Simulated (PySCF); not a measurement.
Homolysis of single bonds, series Al Br-SiH3. Gas-phase values, no solvent. Strings in code marks are SMILES.

A: radical fragment (`[Br][Al][Br]`)
B: whole molecule (`[SiH3][Al]([SiH3])[SiH3]`)
C: whole molecule (`[SiH3][Al]([SiH3])[Br]`)
D: whole molecule (`[Br][Al]([Br])[Br]`)

Order them by dipole moment (lowest first) at the level PBE-D3(BJ)/def2-TZVP // PBE0-D3(BJ)/def2-TZVP in PySCF.

D (0.00 D), B (0.13 D), C (1.08 D), A (1.18 D)
